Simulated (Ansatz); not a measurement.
Isolated molecules relaxed with PBE0-D4/def2-TZVP in Ansatz; ΔE leaves out vibrations. CCSD(T)/CBS is the MP2 limit (def2-TZVPP, def2-QZVPP) plus CCSD(T) − MP2 in def2-TZVPP, frozen cores. This one scheme is used for every species. One conformer a species, not always the lowest.

`P[SiH2]Cl` + CH₃NH₂ → `NC[SiH2]P` + HCl  (formal exchange of groups at the Si–Cl bond)

```
    species  CCSD/CBS(def2) energy (Eh)
`P[SiH2]Cl`                 -1092.22273
     CH₃NH₂                   -95.73816
`NC[SiH2]P`                  -727.54654
        HCl                  -460.37334
```

(1) Work out ΔE.

Largest T1 diagnostic among the species: 0.012.

Answers

(1) ΔE = (-727.54654) + (-460.37334) − (-1092.22273) − (-95.73816) = 0.04101 Eh = +25.7 kcal/mol. CCSD(T)/CBS gives +25.2 kcal/mol.

In def2-TZVPP, CCSD(T) changes the Hartree–Fock value by −5.0 kcal/mol (the triples alone add −0.5 kcal/mol) and MP2 by −4.1 kcal/mol. The D4 term adds −1.5 kcal/mol with B3LYP and −0.9 kcal/mol with PBE0; it sums over pairs of atoms, weighted by their polarisabilities, and B3LYP, whose exchange is more repulsive, gets the larger term.

B3LYP here is the variant with VWN-RPA as its local correlation; programs differ in this.
